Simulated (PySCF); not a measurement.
GeH₅Si, SMILES [SiH3][GeH2], multiplicity 2.

Geometry optimised at PBE-D3(BJ)/def2-TZVP. The isomer is the one that the SMILES or the coordinates give; other isomers of the formula were not compared.

These are PBE-D3(BJ)/def2-TZVP in PySCF values and carry that method's errors.

Frequencies are harmonic and unscaled.

```tsv
mode	ν (cm⁻¹)	IR (km/mol)	moving atoms (share of kinetic energy)
1	106	0.1	H 99 %
2	327	2.1	Si 49 %, Ge 27 %, H 24 %
3	353	12.1	H 99 %
4	376	7.7	H 81 %, Si 15 %
5	538	8.1	H 88 %, Si 8 %
6	578	0.4	H 88 %, Si 10 %
7	794	295.6	H 96 %
8	852	70.2	H 94 %
9	902	41.6	H 97 %
10	904	32.0	H 98 %
11	2025	94.1	H 99 %
12	2056	108.9	H 98 %
13	2134	62.4	H 98 %
14	2165	62.6	H 97 %
15	2175	79.7	H 96 %
```
